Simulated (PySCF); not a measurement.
C2H11BO5Si2, SMILES B(O)(O)O[SiH2]O[Si](C)(C)O, GFN2-xTB optimised geometry.

```
21

Si    -0.25    -0.80     0.00
C     -0.97    -1.79    -1.45
C     -0.78     1.02     0.00
O      1.38    -0.80     0.00
O     -0.74    -1.52     1.39
Si    -1.81    -2.47     2.12
O     -1.49    -2.22     3.69
B     -1.95    -2.66     4.87
O     -2.93    -3.59     4.92
O     -1.44    -2.17     6.04
H     -0.64    -1.41    -2.41
H     -2.06    -1.76    -1.44
H     -0.68    -2.84    -1.39
H     -0.44     1.52     0.90
H     -0.36     1.55    -0.85
H     -1.86     1.12    -0.05
H      1.86    -1.55     0.33
H     -3.17    -2.04     1.81
H     -1.52    -3.86     1.77
H     -3.18    -3.83     5.82
H     -0.75    -1.52     5.92
```

Density from PySCF with B3LYP/def2-SVP at that geometry.

Minimum of the electron density along straight lines between bonded atoms, close to the bond critical point (lines longer than 1.1 times the sum of covalent radii, or with two minima, are not listed):

```tsv
bond	length / Å	ρ at the minimum / e bohr⁻³	∇²ρ there / e bohr⁻⁵	position (fraction from the first atom)
Si1–C2	1.900	0.114	0.31	0.38
Si1–C3	1.894	0.115	0.32	0.38
Si1–O4	1.629	0.129	1.08	0.41
Si1–O5	1.638	0.122	1.02	0.41
O5–Si6	1.608	0.131	1.14	0.59
Si6–O7	1.616	0.130	1.12	0.41
O7–B8	1.344	0.207	1.17	0.67
B8–O9	1.357	0.207	1.06	0.33
B8–O10	1.362	0.204	1.08	0.33
C2–H11	1.085	0.273	-0.98	0.62
C2–H12	1.085	0.272	-0.97	0.62
C2–H13	1.086	0.271	-0.96	0.62
C3–H14	1.085	0.273	-0.98	0.63
C3–H15	1.085	0.273	-0.98	0.62
C3–H16	1.085	0.272	-0.97	0.62
O4–H17	0.954	0.354	-2.38	0.82
Si6–H18	1.460	0.121	0.33	0.49
Si6–H19	1.462	0.120	0.34	0.49
O9–H20	0.958	0.357	-2.37	0.81
O10–H21	0.956	0.358	-2.42	0.82
```
